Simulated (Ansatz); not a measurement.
Geometry optimisation, RKS B3LYP-D4/6-31G* in Ansatz.

The input (input.yaml):

```yaml
crystal:
  periodic: [false, false, false]
  atoms:
    - { symbol: B, position_ang: [0.026849, -0.2251, -0.110184] }
    - { symbol: F, position_ang: [0.03906, -0.565205, 1.185608] }
    - { symbol: "N", position_ang: [1.265472, -0.128017, -0.76439] }
    - { symbol: H, position_ang: [2.143538, -0.296523, -0.291169] }
    - { symbol: H, position_ang: [1.357852, 0.08415, -1.746633] }
    - { symbol: C, position_ang: [-1.354393, 0.003641, -0.835264] }
    - { symbol: H, position_ang: [-1.994408, -0.882262, -0.717118] }
    - { symbol: H, position_ang: [-1.904266, 0.841706, -0.381578] }
    - { symbol: H, position_ang: [-1.25814, 0.204445, -1.908676] }
    - { symbol: H, position_ang: [0.1643, 1.943556, 0.917954] }
    - { symbol: H, position_ang: [0.073336, 1.545108, 1.494951] }
basis:
  gaussian: { orbitals: "6-31G*" }
hamiltonian:
  xc: b3lyp
  dispersion: d4
relax:
  f_tol: 0.03
  max_steps: 50
```

Command:

```bash
$ ansatz run input.yaml --threads 1 --pin off --max-ram 2048MiB --backend cpu --events-out ev --progress --plain --runs-dir out
```

Where does it end, and by what steps?

It converged. After 23 steps the energy has fallen by 0.223 eV; H10 moved furthest, 1.77 Å.

| step | energy less start (eV) | largest force component (eV/Å) | accepted |
| --- | --- | --- | --- |
| 0 | 0.0000 | 1.173 | yes |
| 1 | -0.1345 | 0.296 | yes |
| 2 | -0.1753 | 0.155 | yes |
| 3 | -0.1900 | 0.074 | yes |
| 4 | -0.1930 | 0.054 | yes |
| 5 | -0.1959 | 0.195 | yes |
| 6 | -0.1890 | 0.884 | no |
| 7 | -0.2002 | 0.086 | yes |
| 8 | -0.2049 | 0.044 | yes |
| 9 | -0.2099 | 0.070 | yes |
| 10 | -0.1784 | 1.435 | no |
| 11 | -0.2106 | 0.262 | yes |
| 12 | -0.2140 | 0.288 | yes |
| 13 | -0.2159 | 0.225 | yes |
| 14 | -0.2174 | 0.142 | yes |
| 15 | -0.2194 | 0.053 | yes |
| 16 | -0.2193 | 0.257 | no |
| 17 | -0.2209 | 0.061 | yes |
| 18 | -0.2217 | 0.073 | yes |
| 19 | -0.2221 | 0.068 | yes |
| 20 | -0.2224 | 0.087 | yes |
| 21 | -0.2228 | 0.067 | yes |
| 22 | -0.2230 | 0.041 | yes |
| 23 | -0.2231 | 0.013 | yes |

```xyz
11
Properties=species:S:1:pos:R:3
B 0.057 -0.210 -0.372
F 0.142 -0.034 0.970
N 1.258 -0.413 -1.065
H 2.156 -0.430 -0.601
H 1.302 -0.553 -2.063
C -1.361 -0.171 -1.055
H -2.016 -0.941 -0.628
H -1.853 0.791 -0.862
H -1.330 -0.321 -2.140
H 0.102 2.734 2.500
H 0.102 2.073 2.161
```

Whether the end is a true minimum wasn't checked by a vibrational analysis.

Time of the run: 63 s on 1 thread of Arm Neoverse V2, on a shared host, peak memory 0.16 GiB.
